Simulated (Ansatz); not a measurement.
CH7GaO2Si, SMILES `CO[SiH](O)[GaH2]` at its PBE0-D4/def2-TZVP geometry, where that method's forces vanish. Total charge 0; spin multiplicity 1.

| atom | x (Å) | y (Å) | z (Å) |
| --- | --- | --- | --- |
| C1 | 0.1266 | 1.1889 | 1.4809 |
| O2 | 0.9653 | 0.9039 | 0.3845 |
| Si3 | 0.5122 | -0.0084 | -0.9067 |
| O4 | -0.7285 | 0.6726 | -1.7645 |
| Ga5 | -0.3971 | -2.1743 | -0.3099 |
| H6 | 0.7447 | 1.5644 | 2.2983 |
| H7 | -0.6138 | 1.9522 | 1.2220 |
| H8 | -0.4063 | 0.2959 | 1.8289 |
| H9 | 1.7517 | -0.0291 | -1.7310 |
| H10 | -0.5400 | 1.4685 | -2.2663 |
| H11 | -1.2119 | -2.4153 | 1.0179 |
| H12 | -0.2029 | -3.4194 | -1.2541 |

For each bond, give half the difference of the two atoms' forces along it (eV/Å; positive pushes the atoms apart) under PBE-D4, r2SCAN-D4, B3LYP-D4, ωB97M-V in def2-TZVPP. (An estimate is asked.)

The calculation gave: 
```json
{"bond": "C1–O2", "length (Å)": "1.409", "PBE-D4": "0.25", "r2SCAN-D4": "0.31", "B3LYP-D4": "0.30", "ωB97M-V": "0.26"}
{"bond": "C1–H6", "length (Å)": "1.091", "PBE-D4": "0.07", "r2SCAN-D4": "-0.07", "B3LYP-D4": "-0.12", "ωB97M-V": "-0.11"}
{"bond": "C1–H7", "length (Å)": "1.094", "PBE-D4": "0.08", "r2SCAN-D4": "-0.06", "B3LYP-D4": "-0.09", "ωB97M-V": "-0.11"}
{"bond": "C1–H8", "length (Å)": "1.097", "PBE-D4": "0.07", "r2SCAN-D4": "-0.07", "B3LYP-D4": "-0.09", "ωB97M-V": "-0.10"}
{"bond": "O2–Si3", "length (Å)": "1.645", "PBE-D4": "0.26", "r2SCAN-D4": "-0.01", "B3LYP-D4": "0.01", "ωB97M-V": "0.02"}
{"bond": "Si3–O4", "length (Å)": "1.655", "PBE-D4": "0.25", "r2SCAN-D4": "0.04", "B3LYP-D4": "0.14", "ωB97M-V": "0.14"}
{"bond": "Si3–Ga5", "length (Å)": "2.424", "PBE-D4": "-0.16", "r2SCAN-D4": "-0.02", "B3LYP-D4": "0.03", "ωB97M-V": "-0.05"}
{"bond": "Si3–H9", "length (Å)": "1.489", "PBE-D4": "0.00", "r2SCAN-D4": "-0.03", "B3LYP-D4": "-0.17", "ωB97M-V": "-0.17"}
{"bond": "O4–H10", "length (Å)": "0.960", "PBE-D4": "0.35", "r2SCAN-D4": "0.03", "B3LYP-D4": "-0.02", "ωB97M-V": "-0.06"}
{"bond": "Ga5–H11", "length (Å)": "1.576", "PBE-D4": "0.06", "r2SCAN-D4": "-0.06", "B3LYP-D4": "-0.02", "ωB97M-V": "-0.07"}
{"bond": "Ga5–H12", "length (Å)": "1.575", "PBE-D4": "0.06", "r2SCAN-D4": "-0.07", "B3LYP-D4": "-0.01", "ωB97M-V": "-0.07"}
```

B3LYP here is the variant with VWN-RPA as its local correlation; programs differ in this.

Results of the Gaussian-basis code of Ansatz.
